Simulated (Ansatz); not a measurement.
Coupled-cluster diagnostics for the cluster CuB₆⁻, Ansatz.

Geometry of the singlet (PBE-D4/def2-SVPD):

Cartesian coordinates in Å:
```
Cu 1.8520 2.0117 1.0445
B -1.0806 0.5873 0.3162
B -1.5852 -0.9492 0.0055
B -0.0028 -0.6930 0.4498
B -0.4109 -1.5514 -0.9152
B 0.5733 0.8972 0.1441
B 0.6543 -0.3026 -1.0449
```

Correlated methods freeze 15 core orbitals. Another isomer (singlet) lies 0.32 eV lower at PBE0-D4/def2-TZVPD; other spin states weren't run for this one.

(1) Estimate the CCSD(T) correlation energy, the shares of MP2 and (T), T1 and the reference's ⟨S²⟩ for: charge -1, singlet, own geometry in def2-TZVPD; and the rough time on 4 threads of Intel Xeon Platinum 8259CL on a shared host.

Answers

(1) 
| state | basis | correlation (eV) | MP2 share (%) | (T) share (%) | T1 | ⟨S²⟩ (pure) | wall time | remarks |
| --- | --- | --- | --- | --- | --- | --- | --- | --- |
| charge -1, singlet, own geometry | def2-TZVPD | -29.612 | 99.7 | 7.0 | 0.030 | 0.00 (0.00) | 12 min | restricted SCF unstable |
Customary marks for T1 are 0.02 (closed shells), 0.045 (open shells) and about 0.05 (3d metals). T1 exceeds 0.02 in 1 of 1 rows and 0.045 in 0; the higher it lies, the less the single-reference result can be trusted.
